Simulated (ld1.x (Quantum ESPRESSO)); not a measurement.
# How hard is this Se (Z = 34) RRKJ potential?

ld1.x (Quantum ESPRESSO) 7.5 input, shortened:

```
&input
   title='Se', zed=34., rel=2, dft='PBE', iswitch=3,
   config='[Ar] 3d10 4s2 4p4 4d-2', rel_dist='average'
 /
 &inputp
   pseudotype=2, tm=.false., lloc=0,
   nlcc=.false.
 /
3
4P  2  1   4.00   0.00  1.95  1.95  0.0
4D  3  2  -2.00   0.40  1.60  1.60  0.0
4S  1  0   2.00   0.00  1.35  1.35  0.0
 &test
   configts(1)='4s2 4p4'
 /
```

Open shells are filled in proportion to 2j + 1 (rel_dist='average').

The pseudo-atom Hamiltonian at the reference potential is diagonalised in spherical Bessel functions j_l(qr) that vanish at 20 bohr, with q² up to the cutoff. All-electron valence levels (Ry): 4p1/2 -0.4972, 4p3/2 -0.4696, 4s -1.2702.

Q: How do the lowest levels (Ry) of each channel move with the cutoff, and are there ghosts?

A:

```csv
cutoff (Ry),p1/2 #1,p1/2 #2,p1/2 #3,p3/2 #1,d3/2 #1,d5/2 #1,s #1,f #1,Σ f·Δε (mRy)
8,-0.5109,0.0225,0.1052,-0.4338,0.0657,0.0657,-1.1398,0.1158,374.8
15,-5.9293,-0.4723,0.0294,-0.4481,0.0657,0.0657,-1.2461,0.1158,139.1
30,-9.9962,-0.4964,0.0280,-0.4689,0.0192,0.0346,-1.2600,0.1158,23.6
45,-18.2433,-0.4971,0.0280,-0.4696,-12.4493,-12.2807,-1.2683,0.1158,4.1
70,-41.4038,-0.4972,0.0279,-0.4696,-15.3599,-15.2521,-1.2696,0.1158,1.4
100,-44.9649,-0.4972,0.0279,-0.4696,-15.4652,-15.3542,-1.2701,0.1158,0.2
400,-49.2160,-0.4972,0.0279,-0.4696,-15.4838,-15.3722,-1.2702,0.1158,0.0
```

Result: ghost states, extra bound levels that the all-electron valence spectrum of the same l lacks: p1/2 at -669.6 eV, d3/2 at -210.7 eV, d5/2 at -209.1 eV (a true bound ghost makes a file unfit for plane-wave use); 10 mRy is reached at 40 Ry and 1 mRy at 80 Ry.
